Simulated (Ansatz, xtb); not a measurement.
Relative energy of two structures of CH3GaS

We compare I, a singlet given by its coordinates, with II, `C[S][Ga]`, a singlet. Both are isolated molecules in the gas phase, relaxed with BLYP-D3(BJ)/def2-SVP.

I (Å):

```yaml
atoms:
  - { symbol: C, position_ang: [-1.5862, 0.2538, -0.3353] }
  - { symbol: Ga, position_ang: [-0.3201, 1.6428, 0.6485] }
  - { symbol: S, position_ang: [-0.8256, 0.6134, -2.0132] }
  - { symbol: H, position_ang: [0.3799, 0.0068, -1.7913] }
  - { symbol: H, position_ang: [-2.6259, 0.6339, -0.4246] }
  - { symbol: H, position_ang: [-1.6267, -0.8372, -0.1463] }
```

Close contacts (Å): C1–Ga2 2.12, C1–S3 1.88, Ga2–S3 2.90, C1–H5 1.11, C1–H6 1.11, S3–H4 1.37.

II (Å):

```yaml
atoms:
  - { symbol: C, position_ang: [-1.1641, -0.1671, -0.4157] }
  - { symbol: Ga, position_ang: [-0.8560, 2.7488, -1.3730] }
  - { symbol: S, position_ang: [-0.6418, 0.5284, -2.0643] }
  - { symbol: H, position_ang: [-2.0686, -0.7881, -0.5540] }
  - { symbol: H, position_ang: [-0.3466, -0.7915, -0.0099] }
  - { symbol: H, position_ang: [-1.3994, 0.6220, 0.3337] }
```

Q: Estimate E(II) − E(I) at the level CCSD(T)/def2-TZVPP.

A: Calculated at CCSD(T)/def2-TZVPP: E(II) − E(I) = −28.5 kcal/mol, so structure II lies lower.

How the difference moves with the method:

```
               level              geometry  E(II) − E(I) (kcal/mol)  departure from the last row (kcal/mol)  job, with rough time for the two
BLYP-D3(BJ)/def2-SVP  BLYP-D3(BJ)/def2-SVP                     −29.9                                    −1.4                optimisation, 19 s
       HF/def2-TZVPP  BLYP-D3(BJ)/def2-SVP                     −31.7                                    −3.2           part of the CCSD(T) run
      MP2/def2-TZVPP  BLYP-D3(BJ)/def2-SVP                     −29.0                                    −0.5           part of the CCSD(T) run
  CCSD(T)/def2-TZVPP  BLYP-D3(BJ)/def2-SVP                     −28.5                                                        single point, 65 s
```

The levels shown agree on the order. The largest departure from CCSD(T)/def2-TZVPP is that of HF/def2-TZVPP, 3.2 kcal/mol. Levels run at GFN2-xTB geometries aren't shown.

With harmonic frequencies from BLYP-D3(BJ)/def2-SVP (ideal gas, rigid rotor, one conformer each, 298.15 K, 1 atm): on the last row, ΔE + ΔZPE = −26.2, ΔH = −26.2, ΔG = −26.5 kcal/mol.

The correlated steps freeze 15 core orbitals; the filled d shell of Ga is correlated, in a basis made for valence electrons. Mirror images aren't counted in ΔG. Run with Ansatz 0.2.0; the last row on 2 threads of Arm Neoverse V1 on a shared host.
